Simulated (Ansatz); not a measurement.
**Question.** Name a neutral molecule of C, Se, Si, Zn and H with size of the dipole moment (ωB97M-V/def2-TZVPP) between 2.15 and 2.45 D and LUMO energy (PBE0/def2-TZVPP) between -1.00 and -0.70 eV (Ansatz, PBE0-D4/def2-TZVP geometry).

**Answer.** `[CH2]1[SiH2][SiH2][Se][CH2][Zn]1` (2.34 D, -0.97 eV). Other molecules can fit too; these were computed, each in one conformer that needn't be the lowest.
